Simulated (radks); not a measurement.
Results of a calculation; reference values are marked as such.
Q: Level of theory: scalar-relativistic Kohn-Sham, exchange-only LDA, spin-polarised, spherical densities, finite nucleus; open shells are filled with parallel spins first (spin-orbit coupling, left out, can overturn this in heavy ions); Fermi nuclear charge, rms radius of each element as measured or else 0.836 A^(1/3) + 0.57 fm (a radial shooting solver on a logarithmic mesh with Libxc functionals). Response by self-consistent Sternheimer equations with the Hartree and adiabatic exchange-only LDA kernel, the relativistic mass of each level held fixed and spin-orbit coupling left out. For heavy and open-shell atoms this level of theory can miss by tens of per cent. Rank Ho3+, Cs, Re+, Ag+, W+, V+ (NIST ground configurations) by static dipole polarisability, largest first.

A: Cs 422.8, W+ 35.18, Re+ 30.35, V+ 21.60, Ag+ 11.39, Ho3+ 5.325 bohr^3.
